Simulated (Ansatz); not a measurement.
Coupled-cluster diagnostics for Sn4H8 (the lowest singlet isomer of a short search), Ansatz.

Geometry of the singlet (PBE-D4/def2-SVP):

```csv
atom,x (Å),y (Å),z (Å)
Sn1,-0.6798,1.7501,-0.5178
Sn2,0.0554,-2.0985,0.5413
Sn3,0.9873,0.4446,1.3731
Sn4,-0.8577,-1.3874,-2.1481
H5,1.3842,-3.2121,0.7296
H6,-0.0960,2.6625,-1.8737
H7,0.7335,-0.5426,-2.2922
H8,2.5911,0.9161,0.8951
H9,-2.1651,2.5097,-0.0127
H10,-1.0967,-2.5667,1.7652
H11,0.6907,1.1947,2.9176
H12,-1.5468,0.3297,-1.3774
```

In the def2 sets Sn takes a core potential; there is no spin–orbit coupling. Correlated methods freeze 16 core orbitals; core or outer-core shells of Sn are correlated, in sets that lack core-valence functions. The structure comes from a short search, and lower isomers may exist.

Estimate the CCSD(T) correlation energy, the shares of MP2 and (T), T1 and the reference's ⟨S²⟩ for: charge 0, singlet, own geometry in def2-SVP; and the rough time on 4 threads of Arm Neoverse V2 on a shared host.


```csv
state,basis,correlation (eV),MP2 share (%),(T) share (%),T1,⟨S²⟩ (pure),wall time
"charge 0, singlet, own geometry",def2-SVP,-14.867,82.9,3.4,0.011,0.00 (0.00),49 s
```
Customary marks for T1 are 0.02 (closed shells), 0.045 (open shells) and about 0.05 (3d metals). T1 stays under 0.02 throughout.
